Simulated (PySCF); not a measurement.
## Calculated data, AlBH$_{3}$NSi, BFH$_{2}$NSi, CH$_{6}$AlBN, CH$_{4}$AlNSi

Calculation on a computer-drawn molecule: optimised geometry and harmonic frequencies of an isolated molecule of the commonest isotopes, restricted reference for singlets and unrestricted otherwise, frozen core in MP2. Program: PySCF 2.14.0.

Common to all runs: multiplicity 1; method HF.

(1) AlBH$_{3}$NSi

Start structure:
```xyz
7
AlBH3NSi
N      0.7179     4.6441    -0.9493
Al     0.1875     3.0602    -0.4792
B     -0.4403     1.1738     0.0886
Si    -2.0472     1.1625     0.9464
H      1.5775     4.7178    -1.5402
H      0.0915     0.1985    -0.1753
H     -3.3156     1.2910     1.7374
```

Here we set charge 0 and basis cc-pV(D+d)Z.

Results for AlBH$_{3}$NSi: rotational constants 20.88, 1.581, 1.489 GHz; total energy -611.5984 hartree; convergence status largest gradient component 1.322e-05 hartree/bohr.

Drawn bonds:
```csv
atom,other atom,order
1,2,2
2,3,1
3,4,1
1,5,1
3,6,1
4,7,1
```

Optimised structure:
```xyz
7
AlBH3NSi
N      0.8602     4.3286    -1.0359
Al     0.2682     2.9224    -0.5601
B     -0.6683     1.1138     0.0910
Si    -2.6313     1.0427     0.3907
H      1.2772     5.1775    -1.3306
H      0.0523     0.1660     0.2513
H     -2.3871     1.4969     1.8220
```

Modes:
```csv
frequency (cm⁻¹),reduced mass (dalton)
68.88,7.695
141.7,3.903
169,9.393
291.7,1.176
415.1,1.349
470.6,3.478
505,1.186
539,1.123
682.1,1.761
764.2,1.481
826.8,1.85
1235,9.456
2121,1.04
2704,1.091
3996,1.086
```

(2) BFH$_{2}$NSi

Start structure:
```xyz
6
BFH2NSi
N     -1.8630     0.9636    -1.6830
B     -1.9142    -0.2227    -1.3510
Si    -1.9312    -2.0256    -1.8855
F     -3.3397    -2.8442    -1.1600
H     -1.8499     1.9236    -1.4453
H     -0.9883    -2.9473    -1.0198
```

Settings of this run: charge -1 and basis aug-cc-pV(D+d)Z.

The calculation gives: rotational constants 16.48, 2.912, 2.528 GHz; total energy -468.7551 hartree; convergence status largest gradient component 1.51e-05 hartree/bohr.

Drawn bonds:
```csv
atom,other atom,order
1,2,2
2,3,1
3,4,1
1,5,1
3,6,1
```

Optimised structure:
```xyz
6
BFH2NSi
N     -1.8611     0.9528    -1.5051
B     -1.9109    -0.2926    -1.6092
Si    -1.9798    -2.3313    -2.0044
F     -3.3762    -2.7243    -1.1212
H     -1.8264     1.9236    -1.3651
H     -0.9318    -2.6809    -0.9396
```

Modes:
```csv
frequency (cm⁻¹),reduced mass (dalton)
149.8,7.556
264.4,1.189
285.2,3.578
384.4,1.754
396.9,2.637
473.6,9.85
691.8,19.84
760.5,1.267
839.7,1.105
1912,7.085
1984,1.059
4109,1.096
```

(3) CH$_{6}$AlBN

Start structure:
```xyz
10
CH6AlBN
C     -0.3235     1.3805     1.1857
B      0.9652     1.1275     2.0298
N      2.2687     1.5907     1.6578
Al     0.5104     0.2072     3.8001
H     -0.1878     1.8666     0.2277
H     -0.7399     0.3844     0.9437
H     -0.9681     1.9871     1.7584
H      3.1334     1.5551     2.1741
H      2.4063     2.1515     0.8505
H      0.3409    -0.5223     5.1195
```

It was run with charge 1 and basis cc-pV(D+d)Z.

Results for CH$_{6}$AlBN: rotational constants 8.127, 3.583, 2.526 GHz; total energy -362.2139 hartree; convergence status largest gradient component 2.589e-05 hartree/bohr.

Drawn bonds:
```csv
atom,other atom,order
1,2,1
2,3,1
2,4,1
1,5,1
1,6,1
1,7,1
3,8,1
3,9,1
4,10,1
```

Optimised structure:
```xyz
10
CH6AlBN
C     -0.3322     1.4008     1.1224
B      0.9610     1.2050     1.9950
N      2.2323     1.6178     1.6801
Al     0.6725     0.1531     3.9268
H     -0.1079     1.9209     0.1875
H     -0.7939     0.4413     0.8675
H     -1.0897     1.9851     1.6550
H      3.0580     1.4974     2.2292
H      2.4117     2.0982     0.8159
H      0.3939    -0.5913     5.2680
```

Modes:
```csv
frequency (cm⁻¹),reduced mass (dalton)
128,1.034
173.3,2.379
300.3,1.589
307.3,3.766
422.3,1.546
446.5,2.408
465.5,1.563
599.9,1.046
702.4,1.226
880.6,2.41
925.3,1.251
959,1.517
1153,1.948
1429,1.647
1484,1.932
1551,1.047
1560,1.15
1769,1.259
2098,1.047
3163,1.039
3230,1.098
3253,1.102
3771,1.056
3892,1.094
```

(4) CH$_{4}$AlNSi

Start structure:
```xyz
8
CH4AlNSi
C     -1.3497     1.4282    -2.7479
Si    -1.4592     1.2205    -0.9545
N     -0.2830     0.1564    -0.5919
Al     0.3215    -0.4652     0.8993
H     -0.3425     1.8642    -3.0867
H     -2.1377     2.0333    -3.2131
H     -1.4245     0.4712    -3.2939
H      1.1669    -1.2605     2.0462
```

Here we set charge 0 and basis cc-pV(D+d)Z.

Results for CH$_{4}$AlNSi: rotational constants 15.3, 2.111, 1.877 GHz; total energy -625.4506 hartree; convergence status largest gradient component 2.258e-05 hartree/bohr.

Drawn bonds:
```csv
atom,other atom,order
1,2,1
2,3,1
3,4,2
1,5,1
1,6,1
1,7,1
4,8,1
```

Optimised structure:
```xyz
8
CH4AlNSi
C     -1.2791     1.3602    -2.7595
Si    -1.8091     1.4327    -0.9096
N     -0.6503     0.4464    -0.1767
Al     0.3715    -0.4652     0.7100
H     -0.2489     1.7240    -2.8670
H     -1.9268     1.9539    -3.4124
H     -1.2905     0.3201    -3.1103
H      1.3250    -1.3241     1.5830
```

Modes:
```csv
frequency (cm⁻¹),reduced mass (dalton)
71.74,1.061
92.86,4.581
117.6,6.645
313.1,4.105
445.7,1.124
489,1.183
596.5,7.601
618.7,1.16
648.4,4.889
833.8,1.433
1340,10.9
1342,1.275
1531,1.052
1548,1.06
2116,1.053
3128,1.035
3202,1.1
3227,1.102
```
